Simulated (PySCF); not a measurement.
**Electron correlation in Os⁺ (osmium, charge +1)**

[Xe] 4f14 5d6 6p1, one real determinant (an excited configuration). All numbers are calculated (PySCF 2.14, scalar relativity by spin-free X2C-1e, in ANO-RCC-VTZP (8s7p5d3f2g1h, 104 functions)). Frozen: [Xe] 4f14; 7 electrons correlated.

```tsv
level	correlation energy (mhartree)
CCSD	-115.92
(T)	-4.63
CCSD(T)	-120.55
```

Diagnostics: T1 = 0.0076, D1 = 0.0220, largest double amplitude 0.091.

The real determinant used has ⟨L²⟩ near 8 against 12 for a pure F term, so it mixes terms. Spin-orbit coupling, absent here, splits the open shell strongly.

Cost of the coupled-cluster step: of the order of 22 core-seconds, for 7 correlated electrons.

The basis was made for the ground configuration and has no added diffuse functions, which can raise the energy of the promoted electron.

The reference is one real determinant that mixes LS terms of this configuration.
